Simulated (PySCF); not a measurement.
**Spin-rotation constants: `FC1=CO[C@@H](OC(F)F)O1`, C$_{4}$H$_{3}$F$_{3}$O$_{3}$**

Geometry (Å), atoms numbered from 1 in this order:
```xyz
13

F     2.5627    0.7128    1.5644
C     1.8267    0.1540    0.6358
C     1.9176   -1.0143    0.0138
O     0.8885   -1.0861   -0.9193
C     0.0720   -0.0098   -0.6552
O    -1.0703   -0.5117    0.0227
C    -2.0505    0.3780    0.3181
F    -3.2382   -0.2292    0.1988
F    -1.9673    0.7887    1.5984
O     0.7606    0.8884    0.1558
H     2.5901   -1.8403    0.0778
H    -0.2533    0.4919   -1.5812
H    -2.0430    1.2782   -0.3262
```

Method: GIAO KT3/pcSseg-1 magnetisability, rotational g tensor and spin-rotation constants, non-relativistic, gas phase (PySCF 2.14.0). Geometry: GFN2-xTB.

(1) Give the nuclear spin-rotation constants along the inertial axes (H = +C I·J) beside the isotropic shieldings.

## Answers

(1) Rotational constants 2.7761, 0.8290, 0.6874 GHz. A star marks the isotopologue with that one atom substituted, in its own axes.
| atom | isotope | Caa (kHz) | Cbb (kHz) | Ccc (kHz) | mean (kHz) | σ (ppm) |
| --- | --- | --- | --- | --- | --- | --- |
| F1 | 19F | 2.505 | 0.871 | 0.500 | 1.292 | 316.0 |
| F8 | 19F | 3.094 | 0.858 | 1.032 | 1.661 | 260.4 |
| F9 | 19F | 3.381 | 0.860 | 1.068 | 1.770 | 251.2 |
| H11 | 1H | -0.061 | -0.058 | -0.024 | -0.048 | 25.5 |
| H12 | 1H | -0.198 | -0.060 | 0.023 | -0.079 | 24.9 |
| H13 | 1H | -0.226 | -0.084 | 0.049 | -0.087 | 25.2 |
| C2 | 13C* | 1.160 | 0.258 | 0.230 | 0.550 | 27.2 |
| C3 | 13C* | 0.825 | 0.223 | 0.167 | 0.405 | 84.0 |
| O4 | 17O* | -0.462 | -0.122 | -0.100 | -0.228 | 209.6 |
| C5 | 13C* | 0.830 | 0.237 | 0.197 | 0.421 | 68.8 |
| O6 | 17O* | -0.608 | -0.150 | -0.171 | -0.309 | 134.5 |
| C7 | 13C* | 0.811 | 0.229 | 0.215 | 0.418 | 65.8 |
| O10 | 17O* | -0.566 | -0.160 | -0.139 | -0.288 | 153.6 |

For the geometry as given, no vibrational averaging.
